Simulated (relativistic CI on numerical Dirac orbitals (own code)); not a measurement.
# Cr2+ (3d4) in a crystal field

Calculated by Dirac-Coulomb-Breit CI, KLI orbitals optimised for each configuration, model QED (radiative potential, 1s self-energy scaled to tabulated hydrogen-like ionisation energies), valence Slater integrals scaled by 0.65, one configuration in a parametric crystal field (own radial code).

Field parameters in Wybourne normalisation: Oh B⁴₀ = 21Dq, B⁴₄ = √(5/14) B⁴₀. The field is a parameter set, without covalency.

S is read from ⟨S²⟩ = S(S + 1).

Powder χT (cm³ K mol⁻¹) by Van Vleck's formula, with temperature-independent terms:

```csv
Field,2 K,5 K,10 K,20 K,50 K,100 K,200 K,300 K
"Oh, 10Dq = 3250 cm⁻¹",0.79,1.72,2.32,2.63,2.78,2.83,2.87,2.91
"Oh, 10Dq = 16250 cm⁻¹",0.0496,0.124,0.248,0.496,1.16,1.64,1.74,1.7
"Oh, 10Dq = 18850 cm⁻¹",0.0513,0.128,0.257,0.513,1.18,1.62,1.68,1.62
"Oh, 10Dq = 21450 cm⁻¹",0.0517,0.129,0.259,0.517,1.19,1.61,1.67,1.6
"Oh, 10Dq = 24050 cm⁻¹",0.0518,0.129,0.259,0.517,1.19,1.61,1.66,1.59
"Oh, 10Dq = 26650 cm⁻¹",0.0517,0.129,0.259,0.517,1.18,1.6,1.65,1.59
"Oh, 10Dq = 29250 cm⁻¹",0.0517,0.129,0.259,0.517,1.18,1.6,1.65,1.58
"Oh, 10Dq = 31850 cm⁻¹",0.0517,0.129,0.258,0.516,1.18,1.6,1.64,1.58
```

(1) For Oh, 10Dq = 24050 cm⁻¹: what effective moment follows at 300 K?

Answers

(1) μ_eff = √(8χT) = 3.57 μB. The ground level has S = 1.00; the spin-only moment for S = 1 is 2.83 μB. The difference comes from the orbital moment, spin-orbit mixing of terms and temperature-independent paramagnetism, all larger in this ionic model than in covalent complexes.
